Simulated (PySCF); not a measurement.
Computed IR spectrum (relative IR intensity) of a molecule CH6ClNOSi. Coordinates come from a PBE-D3(BJ)/def2-SVP optimisation. One conformer was computed; it need not be the lowest. Level of theory: PBE-D3(BJ)/def2-SVP in PySCF. Frequencies are harmonic and unscaled.

Lines under 2 % of the strongest are left out, and lines within 2 cm⁻¹ are merged.

ν (cm⁻¹): 130 (w), 157 (w), 170 (w), 197 (vw), 246 (w), 254 (w), 345 (m), 476 (m), 503 (vs), 673 (m), 722 (vw), 761 (m), 792 (s), 838 (s), 881 (vs), 924 (s), 1224 (m), 1379 (vw), 1497 (m), 3476 (w), 3569 (w), 3754 (m) (against the strongest line: vs over 80 %, s over 45 %, m over 15 %, w over 4 %, vw less)

**Question.** Which structure fits?
A) CO[Si@@H](N)Cl
B) NC[Si@H](O)Cl
C) CN[Si@H](O)Cl
D) C[Si](N)(O)Cl

**Answer.** D, C[Si](N)(O)Cl
